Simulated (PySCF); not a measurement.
C2H7O, charge +1, singlet, geometry from GFN2-xTB, with bond 9-3 at 2.0 times its length. Base run: PySCF with PBE/6-31G*.

Geometry (Å):
```xyz
10

C      1.1958     0.4497     0.0164
C      0.1124    -0.5899    -0.1081
O     -1.2389     0.0069     0.0651
H      2.1608    -0.0321    -0.1169
H      1.1079     1.2182    -0.7488
H      1.1980     0.9149     0.9999
H      0.1890    -1.3628     0.6577
H      0.0988    -1.0592    -1.0927
H     -1.5358     1.3744    -1.3156
H     -1.3058     0.4164     0.9561
```
Charge +1, spin multiplicity 1.
All else is at PySCF's defaults.
Base energy -155.00037 Eh.

The base run was repeated with changes; each row names its change, and settings that it needs were set with it.

```json
[
 {"change": "base", "ΔE vs base (mEh)": "0.000", "SCF cycles": "12", "outcome": "converged"},
 {"change": "DIIS = EDIIS", "ΔE vs base (mEh)": "-", "SCF cycles": "50", "outcome": "not converged"},
 {"change": "init_guess = atom", "ΔE vs base (mEh)": "0.000", "SCF cycles": "13", "outcome": "converged"},
 {"change": "diis_space = 20", "ΔE vs base (mEh)": "0.000", "SCF cycles": "13", "outcome": "converged"},
 {"change": "conv_tol_grad = 1e-7", "ΔE vs base (mEh)": "0.000", "SCF cycles": "15", "outcome": "converged"},
 {"change": "init_guess = 1e", "ΔE vs base (mEh)": "0.000", "SCF cycles": "23", "outcome": "converged"},
 {"change": "diis = off; damp = 0.3 (with mf.diis_start_cycle = 200; with mf.max_cycle = 150)", "ΔE vs base (mEh)": "-", "SCF cycles": "150", "outcome": "not converged"},
 {"change": "init_guess = sap", "ΔE vs base (mEh)": "0.000", "SCF cycles": "14", "outcome": "converged"},
 {"change": "conv_tol_grad = 1e-3", "ΔE vs base (mEh)": "0.000", "SCF cycles": "12", "outcome": "converged"},
 {"change": "solver = newton; init_guess = 1e", "ΔE vs base (mEh)": "0.000", "SCF cycles": "-", "outcome": "converged"},
 {"change": "diis = off (with mf.max_cycle = 100)", "ΔE vs base (mEh)": "-", "SCF cycles": "100", "outcome": "not converged"},
 {"change": "level_shift = 0.3 (with mf.max_cycle = 100)", "ΔE vs base (mEh)": "0.000", "SCF cycles": "31", "outcome": "converged"},
 {"change": "damp = 0.5; diis_start_cycle = 5", "ΔE vs base (mEh)": "0.000", "SCF cycles": "20", "outcome": "converged"}
]
```
